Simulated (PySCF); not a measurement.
C2H6BFN2, SMILES C=C(F)B(N)N.

Geometry optimised at r2SCAN-D4/def2-SVP. The structure was generated by enumeration, and PubChem lists no compound with its InChIKey, so it may never have been made. One conformer was computed; it need not be the lowest.

Two levels are set side by side: PBE/def2-TZVP (PySCF) and PBE0/def2-TZVP (PySCF). Same geometry, gas phase. Differences are taken from unrounded values.

| quantity | PBE0 |
|---|---|
| orbital gap (eV) | 6.81 |
| highest occupied level (eV) | -7.06 |
| lowest empty level (eV) | -0.25 |
| dipole moment (D) | 2.33 |
| mean polarisability (bohr³) | 54.5 |

What does PBE give, and how far is it from PBE0? (An estimate is asked for; the answer gives what the named calculation found.)


| quantity | PBE | PBE minus PBE0 |
|---|---|---|
| orbital gap (eV) | 4.50 | -2.31 |
| highest occupied level (eV) | -5.68 | 1.38 |
| lowest empty level (eV) | -1.18 | -0.93 |
| dipole moment (D) | 2.31 | -0.02 |
| mean polarisability (bohr³) | 56.8 | 2.3 |

PBE's occupied levels lie high since its potential decays too fast outside the molecule; exact exchange lowers them and widens the gap. Loosely held outer electrons make PBE densities more polarisable. Differences between two approximate levels are no errors against the true value.

Rough cost on one machine, each run with all the roots and properties that it gave: PBE0 against PBE within a factor of 2.
